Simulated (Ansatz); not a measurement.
[GdCl6]3- (GdCl₆³⁻), relaxed as a octet with UKS PBE-D4/def2-SVP in Ansatz, starting from the GFN2-xTB geometry. Force threshold 0.03 eV/Å.

In the def2 sets Gd takes a core potential; there is no spin–orbit coupling. A multiply charged anion in the gas phase is held together partly by the finite basis. The highest occupied level of the charge -3 octet lies above zero (up to 5.54 eV). The electron is either unbound and held by the finite basis, or the level is raised by self-interaction error.

Start:

Cartesian coordinates in Å:
```
Gd 0.0000 0.0010 0.0012
Cl -0.4793 0.2129 2.6402
Cl 0.4867 -0.2291 -2.6356
Cl -2.5267 0.7595 -0.5339
Cl 2.5267 -0.7525 0.5316
Cl -0.7918 -2.5679 0.0684
Cl 0.7844 2.5761 -0.0719
```

(1) Estimate the energy that the relaxation releases and the steps that it takes.

(2) Does the start keep its bonding and symmetry?

(3) Predict the relaxed structure.

## Answers

(1) 5.0 kJ/mol, in 2 steps; 16 s on 4 threads of AMD EPYC 7R43 on a shared host. No frequencies were taken in this run, so the end may be a saddle point.

(2) By distances, no bond broke or formed. The bond that changes most is Gd1–Cl6, from 2.69 to 2.74 Å (atoms count from 1). Point group Oh at the start, Oh at the end, both within 0.05 Å.

(3) 
Cartesian coordinates in Å:
```
Gd 0.0001 -0.0008 -0.0003
Cl -0.4958 0.2232 2.6855
Cl 0.4994 -0.2285 -2.6854
Cl -2.5732 0.7757 -0.5369
Cl 2.5740 -0.7711 0.5372
Cl -0.8022 -2.6194 0.0728
Cl 0.7976 2.6209 -0.0730
```
Bond lengths: 6 × Cl–Gd 2.74 Å.
